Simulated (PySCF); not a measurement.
Spin-rotation constants: `C1C([C@@]23C=C[C@H]4[C@@H]2[C@@H]34)C1`, C$_{9}$H$_{10}$

Geometry (Å), atoms numbered from 1 in this order:
```xyz
19

C     2.3402    0.8597   -0.5876
C     1.1446    0.8657   -1.1681
C     0.2714   -0.0026   -0.3184
C    -1.1538   -0.2406   -0.6752
C    -2.2315    0.6023   -0.0537
C    -2.1046   -0.8426    0.3161
C     0.7679    0.0917    1.1158
C     2.1944   -0.0078    0.6129
C     1.1516   -1.0687    0.3246
H     3.2472    1.3532   -0.8761
H     0.8119    1.3664   -2.0556
H    -1.2909   -0.5195   -1.7145
H    -3.0664    0.9088   -0.6649
H    -1.9306    1.3411    0.6732
H    -1.7329   -1.0873    1.2990
H    -2.8512   -1.5333   -0.0459
H     0.3180    0.2489    2.0738
H     3.0156   -0.1966    1.2879
H     1.0892   -2.1295    0.4493
```

Computed, not measured: GIAO PBE0/pcSseg-1 magnetisability, rotational g tensor and spin-rotation constants, non-relativistic, gas phase in PySCF 2.14.0. Geometry: GFN2-xTB.

Task: Give the nuclear spin-rotation constants along the inertial axes (H = +C I·J) beside the isotropic shieldings.

Result: Rotational constants 4.1542, 1.3624, 1.1830 GHz. A star marks the isotopologue with that one atom substituted, in its own axes.
| atom | isotope | Caa (kHz) | Cbb (kHz) | Ccc (kHz) | mean (kHz) | σ (ppm) |
| --- | --- | --- | --- | --- | --- | --- |
| H10 | 1H | 0.270 | -0.074 | -0.141 | 0.018 | 25.4 |
| H11 | 1H | -0.384 | 0.138 | -0.142 | -0.129 | 25.6 |
| H12 | 1H | -0.422 | -0.093 | -0.036 | -0.184 | 30.6 |
| H13 | 1H | -0.211 | -0.072 | -0.129 | -0.137 | 31.3 |
| H14 | 1H | -0.413 | -0.160 | -0.001 | -0.192 | 31.6 |
| H15 | 1H | -0.446 | -0.016 | -0.124 | -0.195 | 31.8 |
| H16 | 1H | -0.186 | -0.143 | -0.079 | -0.136 | 31.4 |
| H17 | 1H | -0.400 | -0.107 | 0.010 | -0.166 | 28.2 |
| H18 | 1H | -0.137 | -0.070 | -0.132 | -0.113 | 30.2 |
| H19 | 1H | -0.481 | -0.056 | 0.001 | -0.179 | 27.7 |
| C1 | 13C* | 1.651 | 0.596 | 0.192 | 0.813 | 43.2 |
| C2 | 13C* | 1.344 | 0.688 | 0.203 | 0.745 | 43.1 |
| C3 | 13C* | 0.543 | 0.328 | 0.258 | 0.376 | 133.0 |
| C4 | 13C* | 0.533 | 0.176 | 0.157 | 0.289 | 176.4 |
| C5 | 13C* | 0.397 | 0.198 | 0.162 | 0.252 | 178.7 |
| C7 | 13C* | 0.458 | 0.158 | 0.422 | 0.346 | 134.3 |
| C8 | 13C* | 0.895 | 0.139 | 0.222 | 0.419 | 150.8 |

For the geometry as given, no vibrational averaging.
